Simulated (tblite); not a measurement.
Species: C6H6N2Si.
InChI=1S/C6H6N2Si/c1-2-5-3-7-8-4-6(5)9/h1,3-4H,9H3

Method: GFN2-xTB as coded in tblite; computed harmonic values from a numerical Hessian at the method's own geometry, unscaled. Against measured fundamentals such values can be off by several per cent, at times by over 20. Modes of hydrogen on silicon can be 10 to 20 % off.

Harmonic wavenumbers (cm⁻¹): 78.6, 94.6, 102.0, 143.6, 200.5, 267.8, 355.9, 356.8, 460.5, 498.8, 513.1, 552.8, 569.7, 661.5, 664.1, 706.6, 733.8, 768.4, 769.5, 787.6, 825.3, 861.3, 906.7, 1092.7, 1104.2, 1191.2, 1237.1, 1244.3, 1320.3, 1416.0, 1488.2, 1515.4, 2244.7, 2276.9, 2279.0, 2281.6, 3058.4, 3070.1, 3392.2.

A = 1941, B = 1353, C = 804.5 MHz; mass 134.030 u (most abundant isotopes); point group Cs, symmetry number 1.

Task: Zero-point energy?

Result: Half the sum of the wavenumbers: 21046 cm⁻¹ = 251.76 kJ/mol.

Task: What is S at 298.15 K and 1 bar for an ideal gas of classical rigid rotors and harmonic oscillators?

Result: Translation 169.94, rotation 123.05, vibration 106.78: S = 399.8 J/(mol K).

Task: And Cp and H(298.15 K) − H(0)?

Result: Cp = 155.30 J/(mol K), of which vibrations give 122.04 (their classical limit is 39 R = 324.3); H(298.15 K) − H(0) = 27.59 kJ/mol without the zero-point energy, 17.68 from vibrations.

Task: Blend soft modes into free rotors: weight 1/[1 + (100 cm⁻¹/ν̃)⁴] for the oscillator and the rest for a rotor with moment μB/(μ + B), μ = h/(8π²ν), B = 10⁻⁴⁴ kg m². What vibrational entropy results?

Result: 101.45 J/(mol K) in place of 106.78, which changes −T·S at 298.15 K by +1.59 kJ/mol.

Task: Which modes carry the vibrational entropy at 298.15 K?

Result: 78.6 cm⁻¹: 16.42; 94.6 cm⁻¹: 14.91; 102.0 cm⁻¹: 14.29; 143.6 cm⁻¹: 11.53; 200.5 cm⁻¹: 8.91; 267.8 cm⁻¹: 6.74 J/(mol K); the other 33 give 33.98 together.

Task: How do the functions run with temperature in this model?

Result: 
| T (K) | S (J/(mol K)) | Cp (J/(mol K)) | H − H(0) (kJ/mol) | G − H(0) (kJ/mol) | ln q(vib) |
| --- | --- | --- | --- | --- | --- |
| 150 | 316.8 | 92.3 | 9.17 | -38.36 | 2.26 |
| 250 | 374.2 | 135.8 | 20.58 | -72.96 | 4.57 |
| 400 | 450.5 | 190.5 | 45.27 | -134.94 | 8.16 |
| 600 | 537.6 | 238.7 | 88.57 | -234.02 | 12.87 |
| 900 | 643.3 | 281.1 | 167.17 | -411.80 | 19.37 |

q(vib) and H(0) count from the zero-point level.

Task: What must be added to the electronic energy to get the Gibbs energy at 298.15 K and 1 bar?

Result: ZPE + [H(298.15 K) − H(0)] − T·S = 251.76 + 27.59 − 119.19 = 160.16 kJ/mol.

Hindered rotation and anharmonicity are outside this model.

The run took 0.53 s wall on one thread, Arm Neoverse V1 (aarch64), no GPU, shared host with 32 logical CPUs at a one-minute load of 5.8. The figure is for the frequency step alone.
